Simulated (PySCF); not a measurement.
Method: B3LYP-D3(BJ)/def2-TZVP (PySCF). All species are isolated molecules in the gas phase. B3LYP has the VWN-RPA correlation part, as in Gaussian. Excitations are Tamm–Dancoff values on a coarser integration grid. The basis has no diffuse functions, so Rydberg states are missing or too high.

Reference species (SMILES): `IB(I)I` (neutral, multiplicity 1).

```json
{
  "T1 excitation (TDA)": "3.33 eV",
  "brightest of the four lowest singlets (TDA)": "4.58 eV"
}
```

Changed species: `FB(F)I` (1 of 3 F replaced by I; the reference has 3 of 3 F replaced by I).

Predict the effect on the T1 excitation (TDA) and brightest of the four lowest singlets (TDA).

the T1 excitation (TDA) goes up by 2.27 eV, to 5.60 eV; the brightest of the four lowest singlets (TDA) rises by 1.91 eV, to 6.49 eV.
